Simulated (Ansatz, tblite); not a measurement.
Removing an electron: AlF3. The state is a singlet with charge 0. Geometry: PBE-D4/def2-TZVP. Ansatz, gas phase; energy differences of separate SCF runs; the oxidised species was run as a doublet alone.

```tsv
atom	x (Å)	y (Å)	z (Å)
Al1	0.000	0.000	0.000
F2	1.570	-0.271	0.419
F3	-0.592	1.537	-0.026
F4	-0.978	-1.266	-0.393
```

The xTB rows come from tblite. HSE06 is defined as in plane-wave codes, on full-range PBE exchange. Correlated methods freeze 8 core orbitals.

```tsv
level	−HOMO (eV)	vertical IE (eV)	−LUMO (eV)	HOMO–LUMO gap (eV)	remarks
GFN1-xTB	14.82	19.02	10.07	4.74	–
GFN2-xTB	14.53	18.61	9.12	5.40	–
HF/def2-TZVPP	–	14.07	–	–	–
LDA (SPW92)/def2-TZVP	9.89	13.84	2.83	7.06	–
PBE-D4/def2-TZVP	9.61	13.50	2.50	7.10	–
r2SCAN-D4/def2-TZVP	10.11	13.82	1.98	8.12	–
PBE0-D4/def2-TZVP	11.70	14.34	1.61	10.09	–
HSE06-D4/def2-TZVP	11.29	14.31	1.98	9.31	–
ωB97X-V/def2-TZVP	14.26	14.82	-0.42	14.68	–
B2PLYP/def2-TZVP	–	14.67	–	–	–
PBE-QIDH/def2-TZVP	–	15.64	–	–	–
MP2/def2-TZVPP	–	15.95	–	–	–
CCSD/def2-TZVPP	–	15.48	–	–	large T1 (+1 doublet)
CCSD(T)/def2-TZVPP	–	15.43	–	–	large T1 (+1 doublet)
```

 Raw xTB energy differences between charge states are shifted by several eV; the methods need an empirical correction for them.
